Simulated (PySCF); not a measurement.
# Name the molecule from its bond curve

A diatomic of charge 0 contains K. Its singlet curve at RHF-CCSD in a triple-zeta basis (no relativity, PySCF), in eV from the separated fragments:

```
R (Å)  E (eV)
2.425  -3.699
2.532  -3.906
2.613  -3.984
2.694  -4.014
2.775  -4.007
2.883  -3.955
3.017  -3.847
3.179  -3.679
```

The fit gives ωe = 277 cm⁻¹ and the rotational constant Bₑ = 0.1240 cm⁻¹.

Task: Which atom is the partner?

Result: The minimum lies at 2.716 Å, so the reduced mass is 16.8576 u Å² cm⁻¹/(Bₑ·Re²) = 18.43 u. With K at 38.96 u the partner weighs about 35.0 u: Cl. The molecule is KCl.

Correlated steps freeze 10 core orbitals.
